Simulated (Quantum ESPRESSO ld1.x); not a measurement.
Values are calculated unless marked as measured or tabulated.
Li, configuration [He] 2s1. Level of theory: scalar-relativistic Kohn-Sham, Wu-Cohen GGA, spin-unpolarised, spherical densities, point nucleus; without spin polarisation the odd electron is poorly described (ld1.x of Quantum ESPRESSO 7.5).

Radial electron density D(r) = 4 pi r^2 rho(r):

```
   r/bohr * D(r) (the largest magnitude, 2.8, reaches the edge; | marks zero)
  0.03635 |   *
  0.04164 |    *
  0.04733 |     *
  0.05379 |      *
  0.06114 |        *
  0.06949 |          *
  0.07961 |             *
  0.09048 |               *
   0.1028 |                   *
   0.1169 |                      *
   0.1339 |                           *
   0.1522 |                               *
    0.173 |                                    *
   0.1966 |                                        *
   0.2234 |                                             *
    0.256 |                                                 *
   0.2909 |                                                    *
   0.3307 |                                                      *
   0.3758 |                                                      *
   0.4306 |                                                    *
   0.4894 |                                                 *
   0.5562 |                                            *
   0.6322 |                                      *
   0.7185 |                               *
   0.8232 |                        *
   0.9356 |                 *
    1.063 |            *
    1.209 |       *
    1.385 |     *
    1.574 |   *
    1.789 |   *
    2.033 |   *
     2.31 |   *
    2.647 |    *
    3.008 |    *
    3.419 |    *
    3.886 |    *
    4.452 |   *
     5.06 |  *
    5.751 | *
    6.536 |*
    7.429 |*
    8.511 *
    9.673 *
    10.99 *
     12.5 *
```

D(r) has 2 maxima, at r = 0.361, 3.18 bohr, and minima at 1.80 bohr, inside which lie 2.05 electrons.
